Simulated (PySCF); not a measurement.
Atoms are numbered as in `[CH3:1][O:2][C:3](=[O:4])[c:5]1[n:6][cH:7][cH:8][c:9]([SiH3:10])[p:11]1`. Each H is labelled by its parent atom.

PySCF 2.14.0 with density-fitted response routines calculation with shielding tensors at PBE0/pcSseg-1 (GIAO) and geometry from GFN2-xTB; no relativistic terms, no solvent, fast rotation and ring inversion assumed for equivalent nuclei, a single conformation.

Shifts are taken against calculated references (same method and geometry level): $^{13}$C, $^{1}$H, $^{29}$Si vs TMS; H2O for $^{17}$O; $^{15}$N vs NH3; $^{31}$P vs H3PO4.

```
  atoms    nucleus  count  Hirshfeld charge  δ (ppm)
     C3   $^{13}$C      1              0.19        ?
  H(C7)    $^{1}$H      1              0.06        ?
   Si10  $^{29}$Si      1              0.31        ?
     N6   $^{15}$N      1             -0.14    378.6
     C1   $^{13}$C      1             -0.03     54.6
     C5   $^{13}$C      1             -0.02    192.1
H(Si10)    $^{1}$H      3             -0.07     4.78
    P11   $^{31}$P      1              0.13    298.6
  H(C8)    $^{1}$H      1              0.05     7.91
     C8   $^{13}$C      1             -0.04        ?
     C9   $^{13}$C      1             -0.13    189.1
     C7   $^{13}$C      1              0.03    149.6
     O2   $^{17}$O      1             -0.09    177.2
     O4   $^{17}$O      1             -0.26        ?
  H(C1)    $^{1}$H      3              0.05     4.25
```

Q: Fill in the missing shifts.

A: 
- C3: 176.4 ppm, ester carbonyl carbon; lone-pair donation from the attached heteroatom keeps it upfield of a ketone carbonyl
- C8: 135.0 ppm, aromatic CH; the aromatic region
- H(C7): 9.10 ppm, hydrogen on an aromatic CH next to a ring nitrogen; ring current plus the neighbouring ring nitrogen
- O4: 421.4 ppm, ester carbonyl oxygen
- Si10: -62.2 ppm, silicon bonded to C, 3 H

Shifts are as computed. Against solution values, carbons near 30 ppm lie about +3 ppm off and those near 130 ppm about +5 ppm. Of 1211 compounds with measured shifts, 218 miss one by over three times the rms of a fit or turn the order of signals round; such compounds aren't used in these exercises. Unscaled 17O shifts of doubly bonded oxygen tend to come out too high, by tens of ppm or more. Experimental scales use liquid or dissolved standards, which lie at an offset from isolated NH3 (liquid NH3: subtract about 20 ppm) and H2O (liquid H2O: subtract about 36 ppm) and H3PO4. Unscaled 15N shifts of sp2 nitrogen come out 20 to 40 ppm too high even then.
